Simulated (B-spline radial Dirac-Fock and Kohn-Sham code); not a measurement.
O³⁺: input and output of one calculation

ΔSCF core binding energies without Breit or QED terms, calculated with a radial finite-basis atomic code.

Input (task.json):

```json
{"items": [{"Z": 8, "q": 3, "cfg": [[1, 0, 2], [2, 0, 2], [2, 1, 1]], "A": 16, "rrms": 2.6991, "do": "settings", "holes": ["K", "L3", "M5"],
  "settings": [{"rel": "dirac", "method": "hf", "nuc": "fermi", "radius_factor": 1.0, "rmax": 45.0, "h": 0.12, "order": 8, "points": 10, "c_factor": 1.0, "maxit": 60, "damp": 0.5, "ndamp": 3, "tol": 1e-08}]}]}
```

Command: `python xray2_run.py task.json out`

Ground-state iterations:

```
iter   energy (Ha)        error
   1      -70.43169512  1.72e-01
   2      -71.14789299  4.80e-03
   3      -71.15047245  2.47e-03
   4      -71.15114895  1.48e-03
   5      -71.15140469  3.20e-04
   6      -71.15140875  4.12e-05
   7      -71.15140883  1.82e-06
   8      -71.15140883  2.35e-08
```

The ground state converged in 8 iterations, with total energy -71.15141 Ha, virial ratio 1.99841 and highest orbital energy -77.80 eV. ΔSCF binding energies: K (1s) 628.1 eV. Holes are computed only in closed shells, and unreliable hole states are left out.
